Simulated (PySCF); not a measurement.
Si(F)(Cl)(Me)(OH) (CH4ClFOSi), SMILES C[Si](Cl)(O)F. Atoms are numbered in the order given.

```xyz
9

C      1.7968    -0.1854    -0.7977
Si     0.0240    -0.0205    -0.3427
O     -0.8260    -1.2805    -0.9607
F     -0.5814     1.3691    -0.9119
Cl    -0.2363     0.0790     1.6990
H      2.2194    -1.1048    -0.3673
H      2.3717     0.6734    -0.4220
H      1.9046    -0.2298    -1.8920
H     -1.7551    -1.3605    -0.7242
```
Charge 0, spin multiplicity 1.

Coordinates come from a PBE0-D3(BJ)/def2-SVP optimisation. Other conformers were not sampled.

Computed with PBE/def2-TZVP (PySCF).

Atomic charges (e):

```tsv
atom	meta-Löwdin	Löwdin
C1	-0.64	-0.43
Si2	1.32	-0.38
O3	-0.72	-0.07
F4	-0.48	0.03
Cl5	-0.30	0.24
H6	0.15	0.14
H7	0.15	0.14
H8	0.15	0.14
H9	0.36	0.18
```

Question: Give the Mayer and Wiberg (Löwdin basis) orders of the bonds. (Estimate from the structure and the level; the computed values follow.)

Answer: 
| bond | Mayer | Wiberg |
|---|---|---|
| C1–Si2 | 1.04 | 1.23 |
| Si2–O3 | 1.28 | 1.72 |
| Si2–F4 | 1.16 | 1.71 |
| Si2–Cl5 | 1.17 | 1.80 |
| C1–H6 | 0.93 | 0.89 |
| C1–H7 | 0.94 | 0.89 |
| C1–H8 | 0.93 | 0.88 |
| O3–H9 | 0.87 | 1.01 |
